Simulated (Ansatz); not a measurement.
`N#C[Si](Cl)(Cl)Cl` + `CC` → `CCC#N` + `Cl[SiH](Cl)Cl`  (formal exchange of groups at a C–Si bond)

Calculated with Ansatz (gas phase, PBE0-D4/def2-TZVP geometries, no zero-point term in ΔE). CCSD(T)/CBS is the MP2 limit (def2-TZVPP, def2-QZVPP) plus CCSD(T) − MP2 in def2-TZVPP, frozen cores. This one scheme is used for every species. Functionals use def2-TZVPP. B3LYP here is the variant with VWN-RPA as its local correlation; programs differ in this.

Is it downhill or uphill in electronic energy at CCSD(T)/CBS, and by how much? (Estimate.)

Computed: Uphill: ΔE = +27.5 kJ/mol.

What do these levels give: revPBE-D4, BLYP-D4, CAM-B3LYP-D4, ωB97X-V, ωB97M-V, BLYP, PBE0, B3LYP, r2SCAN0, LC-ωPBE, HF/def2-TZVPP, HF/def2-QZVPP? (Best estimate.)

Ansatz gave: revPBE-D4 27.9, BLYP-D4 30.0, CAM-B3LYP-D4 23.0, ωB97X-V 21.7, ωB97M-V 25.6, BLYP 23.5, PBE0 18.2, B3LYP 21.2, r2SCAN0 21.3, LC-ωPBE 18.3, HF/def2-TZVPP 14.3, HF/def2-QZVPP 13.8 kJ/mol.

Largest T1 diagnostic among the species: 0.012.

The D4 term adds +5.4 kJ/mol with B3LYP and +3.0 kJ/mol with PBE0; it sums over pairs of atoms, weighted by their polarisabilities, and B3LYP, whose exchange is more repulsive, gets the larger term. Leaving LDA and LC-ωPBE aside and taking each functional with its dispersion term where it has one, the values, not all of them listed here, spread over 9.4 kJ/mol, from PBE0-D4 to B97M-V. LDA lies −6.7 kJ/mol from PBE without D4. From BLYP to BHLYP (50 % exact exchange), in def2-TZVPP and without D4, ΔE moves by −4.8 kJ/mol.
